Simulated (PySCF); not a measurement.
# How methods differ on the ionisation energy of As

As [Ar] 3d10 4s2 4p3 (4S) → As⁺ [Ar] 3d10 4s2 4p2 (3P), as a difference of total energies. All numbers are calculated (PySCF 2.14, the non-relativistic Hamiltonian (point nucleus), in def2-SVP (5s4p3d, 32 functions)). Correlated levels: valence: [Ar] 3d10 frozen. The calculations carry no spin-orbit coupling.

```csv
method,ionisation energy (eV)
UHF,9.463
B3LYP,9.843
MP2 (valence),9.796
CCSD (valence),9.739
CCSD(T) (valence),9.744
```

Question: Estimate what M06-L gives.

Answer: 9.729 eV, closest to CCSD (valence) among the rows shown.

Question: Estimate what SCS-MP2 (valence) gives.

Answer: 9.676 eV, closest to CCSD (valence) among the rows shown.

These non-relativistic numbers lack the scalar-relativistic shift.

Errors of the correlated levels include the incompleteness of this basis and the frozen core.

For comparison: 10.008 eV (measured; NIST levels, between the centres of gravity of the two terms).
